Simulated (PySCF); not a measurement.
Isomers of C2H12O2Si3, mass 152.015 u with the commonest isotopes. The calculation used PBE0/pcSseg-1 in PySCF (dipole) on a GFN2-xTB geometry, gas phase. One conformer each, none proved a minimum here; rigid rotors.

Problem. Order these by rotational constant A, smallest first.
A. `[CH3:1][CH2:2][SiH:3]([O:4][SiH3:5])[O:6][SiH3:7]` with C1–C2–Si3–O4 -63°, C2–Si3–O4–Si5 111°, C2–Si3–O6–Si7 -106°
B. `[CH3:1][CH2:2][O:3][Si@@H:4]([OH:5])[SiH2:6][SiH3:7]` with C1–C2–O3–Si4 -56°, C2–O3–Si4–O5 -164°, O3–Si4–O5–H -36°, O3–Si4–Si6–Si7 -161°
C. `[CH3:1][O:2][SiH2:3][O:4][CH2:5][SiH2:6][SiH3:7]` with C1–O2–Si3–O4 54°, O2–Si3–O4–C5 -179°, Si3–O4–C5–Si6 121°, O4–C5–Si6–Si7 -54°

Solution. A (1326 MHz), C (2008 MHz), B (2515 MHz).

Problem. Order these by out-of-plane moment Σ m c² = (Ia + Ib − Ic)/2, smallest first.
A. `[CH3:1][O:2][SiH2:3][O:4][CH2:5][SiH2:6][SiH3:7]` with C1–O2–Si3–O4 54°, O2–Si3–O4–C5 -179°, Si3–O4–C5–Si6 121°, O4–C5–Si6–Si7 -54°
B. `[CH3:1][CH2:2][O:3][Si@@H:4]([OH:5])[SiH2:6][SiH3:7]` with C1–C2–O3–Si4 -56°, C2–O3–Si4–O5 -164°, O3–Si4–O5–H -36°, O3–Si4–Si6–Si7 -161°
C. `[CH3:1][CH2:2][SiH:3]([O:4][SiH3:5])[O:6][SiH3:7]` with C1–C2–Si3–O4 -63°, C2–Si3–O4–Si5 111°, C2–Si3–O6–Si7 -106°

Solution. B (36.48 u·Å²), A (62.60 u·Å²), C (85.98 u·Å²).

Problem. Order these by dipole moment, smallest first.
A. `[CH3:1][CH2:2][SiH:3]([O:4][SiH3:5])[O:6][SiH3:7]` with C1–C2–Si3–O4 -63°, C2–Si3–O4–Si5 111°, C2–Si3–O6–Si7 -106°
B. `[CH3:1][CH2:2][O:3][Si@@H:4]([OH:5])[SiH2:6][SiH3:7]` with C1–C2–O3–Si4 -56°, C2–O3–Si4–O5 -164°, O3–Si4–O5–H -36°, O3–Si4–Si6–Si7 -161°
C. `[CH3:1][O:2][SiH2:3][O:4][CH2:5][SiH2:6][SiH3:7]` with C1–O2–Si3–O4 54°, O2–Si3–O4–C5 -179°, Si3–O4–C5–Si6 121°, O4–C5–Si6–Si7 -54°

Solution. A (0.88 D), C (1.25 D), B (1.95 D).

```
                   SMILES  point group  Ia (u·Å²)  Ib (u·Å²)  Ic (u·Å²)      κ  μa (D)  μb (D)  μc (D)
   CO[SiH2]OC[SiH2][SiH3]           C1     251.65     650.81     777.26  -0.81    1.25    0.06    0.04
  CC[SiH](O[SiH3])O[SiH3]      near Cs     380.99     414.03     623.05   0.59    0.00    0.11    0.87
CCO[Si@@H](O)[SiH2][SiH3]           C1     200.92     730.53     858.49  -0.89    1.90    0.41    0.10
```
